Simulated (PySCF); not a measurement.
Species: C₅H₉OSi (doublet state).
Z-matrix (Å and degrees, GFN2-xTB geometry), rows numbered from 1:
```
C 
C   1  1.5317
C   2  1.5008  1  110.50
C   3  1.3268  2  125.02  1   -89.37
C   4  1.4934  3  124.58  2     0.70
Si  5  1.9111  4  105.61  3   -37.46
O   2  1.4099  1  109.36  3  -125.82
H   1  1.0871  2  109.80  3    59.50
H   1  1.0869  2  109.95  3   -60.64
H   1  1.0871  2  109.70  3   179.06
H   2  1.0998  1  108.58  3   119.52
H   3  1.0809  2  114.72  1    90.32
H   4  1.0833  3  118.86  2  -177.79
H   5  1.0888  4  110.52  3  -160.31
H   5  1.0924  4  109.55  3    82.20
H   6  1.4648  5  112.10  4   -76.35
```

As a line formula: `C1[SiH]O[C@H](C)C=C1` [radical].

Computed with UKS B3LYP, pcH-1 on C H O Si, non-relativistic, mean-field spin-orbit, GIAO in PySCF 2.14.0. The structure is a single GFN2-xTB conformer in the gas phase; no vibrational or solvent corrections. The geometry wasn't refined by DFT: couplings that depend on bond lengths, twists or pyramidal angles can differ widely from those at the functional's own minimum, by a factor of two or more for some ions and for spin on atoms past the first row. Stability of the SCF solution: not tested.

Principal values of hyperfine tensors in MHz (contact, dipolar and spin–orbit terms together), for some of the nuclei:

```
atom  isotope       A1       A2       A3
 Si6     29Si  -751.80  -528.69  -525.35
 H16       1H   149.64   157.94   164.52
  O7      17O   -79.69   -47.90   -47.17
  C5      13C    22.70    23.26    40.60
 H13       1H    11.62    12.79    15.44
  C4      13C     8.63    11.56    17.02
  C1      13C     6.00     6.60     7.96
  C2      13C     3.97     4.33    11.14
```

(1) Split each tensor into its isotropic and traceless parts, and turn a_iso into mT with g = 2.0027.

(2) What spin density at the nucleus of C4 lies behind its contact coupling (g_N = 1.40482)?

(3) H11 (1H, g_N = 5.58569) isn't in the table. Its spin density at the nucleus is 0.002558 bohr⁻³. What is its contact coupling?

(4) Name the largest traceless tensor T of the table and describe it.

(5) In a single crystal, with the field along each principal axis of the tensor of O7 in turn, what first-order splitting does this nucleus give (isotropic g, quadrupole terms neglected)?

Answers

(1) a_iso = (A1 + A2 + A3)/3, Ti = Ai − a_iso; 1 mT corresponds to 28.030 MHz. The tensors hold a spin–orbit part: the run splits a_iso into a_FC + a_SO, and T includes its anisotropic share.

```json
{"atom": "Si6", "a_iso (MHz)": "-601.94", "a_FC": "-602.86", "a_SO": "0.92", "a_iso (mT)": "-21.475", "T1": "-149.85", "T2": "73.26", "T3": "76.60"}
{"atom": "H16", "a_iso (MHz)": "157.36", "a_FC": "157.36", "a_SO": "0.01", "a_iso (mT)": "5.614", "T1": "-7.73", "T2": "0.58", "T3": "7.15"}
{"atom": "O7", "a_iso (MHz)": "-58.25", "a_FC": "-58.17", "a_SO": "-0.08", "a_iso (mT)": "-2.078", "T1": "-21.43", "T2": "10.36", "T3": "11.08"}
{"atom": "C5", "a_iso (MHz)": "28.85", "a_FC": "28.84", "a_SO": "0.02", "a_iso (mT)": "1.029", "T1": "-6.16", "T2": "-5.59", "T3": "11.75"}
{"atom": "H13", "a_iso (MHz)": "13.28", "a_FC": "13.28", "a_SO": "0.00", "a_iso (mT)": "0.474", "T1": "-1.66", "T2": "-0.50", "T3": "2.16"}
{"atom": "C4", "a_iso (MHz)": "12.41", "a_FC": "12.41", "a_SO": "0.00", "a_iso (mT)": "0.443", "T1": "-3.77", "T2": "-0.84", "T3": "4.62"}
{"atom": "C1", "a_iso (MHz)": "6.85", "a_FC": "6.85", "a_SO": "0.00", "a_iso (mT)": "0.245", "T1": "-0.86", "T2": "-0.25", "T3": "1.11"}
{"atom": "C2", "a_iso (MHz)": "6.48", "a_FC": "6.47", "a_SO": "0.01", "a_iso (mT)": "0.231", "T1": "-2.51", "T2": "-2.15", "T3": "4.66"}
```

(2) a_FC = 800.24 MHz bohr³ × g_N × ρ(0)/(2S). With a_FC = 12.41 MHz and 2S = 1, ρ(0) = 0.01104 bohr⁻³.

(3) By the same relation, a_FC = 11.43 MHz. Its full tensor has the principal values 9.37, 10.88, 14.05 MHz.

(4) Si6: -149.9, 73.3, 76.6 MHz (the dipolar term alone has -149.0, 72.9, 76.1), nearly axial, close to the ratio +1:+1:−2, the form that spin in one p orbital centred on that nucleus gives (the nuclear moment is negative).

(5) 6 lines (I = 5/2), spaced by |A_i|/(g × 13.996): 2.84, 1.71, 1.68 mT along the axes of A1, A2 and A3.
